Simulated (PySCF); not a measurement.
**Effect of structural changes**

Method: TDDFT B3LYP/def2-SVPD circular dichroism and optical rotation, one conformer, gas phase in PySCF. Geometry: GFN2-xTB.

Each molecule in one low-energy conformer. The parent is CC[C@@H]1C[C@H]1CN.

The molecule is flexible and this is one conformer; a measurement averages over conformers.

Question: How does the specific rotation at 589.3 nm (origin-invariant length gauge) change along this series?
- CC[C@@H]1C[C@H]1CN (base)
- CC[C@@H]1C[C@@H]1CN (diastereomer)

Answer: 
| molecule | [α]589 (deg dm⁻¹ (g/mL)⁻¹) | S1 (eV) | R(S1), velocity form (10⁻⁴⁰ esu² cm²) |
| --- | --- | --- | --- |
| CC[C@@H]1C[C@H]1CN | -196.9 | 6.00 | +16.4 |
| CC[C@@H]1C[C@@H]1CN | -119.0 | 6.03 | -19.3 |

The specific rotation at 589.3 nm (origin-invariant length gauge) is lowest for CC[C@@H]1C[C@H]1CN and highest for CC[C@@H]1C[C@@H]1CN.
